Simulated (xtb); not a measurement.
CH₅N₂ (SMILES NC=[NH2+]), charge +1, singlet, geometry from GFN2-xTB. Base run: xtb with GFN2-xTB.

The xtb input:
```
$ xtb mol.xyz --gfn 2 --chrg 1 --json

# file mol.xyz
8

N      1.14797274     0.20018934     0.03700286
C      0.00000738    -0.40400940     0.15397542
N     -1.14797868     0.12474531    -0.16084144
H      1.21954645     1.14751701    -0.31697552
H      2.01157036    -0.25676282     0.29638706
H      0.00002593    -1.41964718     0.54105366
H     -1.21958691     1.06736807    -0.52715794
H     -2.01155856    -0.38896122    -0.05028975
```

Each row names what was changed in the base input (with any setting that the change needs).

```csv
change,ΔE vs base (mEh),HOMO-LUMO gap (eV),G_solv (kcal/mol),SCF cycles
base,0.000,5.34,-,9
acc = 0.0001,0.000,5.34,-,14
alpb = benzene,-81.693,5.33,-51.29,9
etemp = 1000,0.000,5.34,-,9
alpb = acetone,-97.360,5.32,-61.54,9
acc = 30,0.000,5.34,-,7
acc = 0.1,0.000,5.34,-,10
```

ALPB and GBSA are two models with their own fitted parameters for each solvent, which aren't always the measured dielectric constant.
